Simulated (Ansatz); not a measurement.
Consider the formal exchange of groups at a Ge–O bond: `C[O][Ge][OH]` + ethane → `C[CH2][Ge][OH]` + CH₃OH.

Calculated with Ansatz (gas phase, PBE0-D4/def2-TZVP geometries, no zero-point term in ΔE). CCSD(T)/CBS adds triple-zeta CCSD(T) − MP2 to the extrapolated MP2 energy (def2 sets, frozen cores). This one scheme is used for every species. Functionals use def2-TZVPP. For Ge outer-core shells are correlated without core-valence functions, which leaves a few kJ/mol of doubt a bond. Scalar relativity is left out up to krypton. One conformer a species, not always the lowest.

Problem. Is it downhill or uphill in electronic energy at CCSD(T)/CBS, and by how much? (Best estimate.)

Solution. The calculation gave: Uphill: ΔE = +29.1 kcal/mol.

Problem. What do these levels give: PBE-D4, r2SCAN-D4, ωB97X-V, B2PLYP, MP2/def2-QZVPP, MP2/CBS(def2)? (Estimate.)

Solution. Computed: PBE-D4 29.2, r2SCAN-D4 31.2, ωB97X-V 30.5, B2PLYP 31.8, MP2/def2-QZVPP 30.3, MP2/CBS(def2) 30.0 kcal/mol.

Largest T1 diagnostic among the species: 0.015.

In def2-TZVPP, CCSD(T) changes the Hartree–Fock value by −2.6 kcal/mol (the triples alone add +0.1 kcal/mol) and MP2 by −1.6 kcal/mol.
